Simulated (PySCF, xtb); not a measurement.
triflate (CF3O3S), SMILES O=S(=O)([O-])C(F)(F)F, charge -1.

GFN2-xTB (xtb) at its own geometry gives an orbital gap of 8.22 eV.

Coordinates come from a PBE0-D3(BJ)/def2-SVPD optimisation.

Question: What does PBE/def2-SVPD (PySCF) give? (Estimate from the structure and the level; the computed values follow.)

Answer: gap 5.19 eV (levels -1.46 and 3.73 eV).
